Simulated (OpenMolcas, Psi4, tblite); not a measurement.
## A ladder of methods for C2H6AlF (SMILES [CH3][Al]([CH3])[F])

C2H6AlF has 10 atoms, charge 0, and is taken as a singlet. As SMILES, `[CH3][Al]([CH3])[F]`. Geometry: relaxed at PBE0-D4/def2-TZVP.

Each level gives the HOMO–LUMO gap (eV). The values are calculated.

```tsv
level	kind	program	value (eV)	CPU time
GFN2-xTB	semi-empirical	tblite	4.43	under 2 s
GFN1-xTB	semi-empirical	tblite	5.03	under 2 s
HF/def2-SVP	Hartree–Fock	OpenMolcas	13.70	6.6 s
SVWN5/def2-SVP	LDA	OpenMolcas	5.48	23 s
BLYP/def2-SVP	GGA	OpenMolcas	5.52	31 s
PBE/def2-SVP	GGA	OpenMolcas	5.58	31 s
M06-L/def2-SVP	meta-GGA	OpenMolcas	6.36	40 s
M06-2X/def2-SVP	hybrid meta-GGA	OpenMolcas	9.40	41 s
CAM-B3LYP/def2-SVP (density fitting)	range-separated hybrid	Psi4	10.02	6.2 s
B2PLYP/def2-SVP	double hybrid	OpenMolcas	9.91	23 s
```

The values span 4.43 to 13.70 eV. Orbital gaps aren't excitation energies, and those of double hybrids come from the SCF part alone; they tend to grow with the share of exact exchange. CPU times are rough (shared hosts, several kinds of processor): they show what a rung costs within a factor of a few.
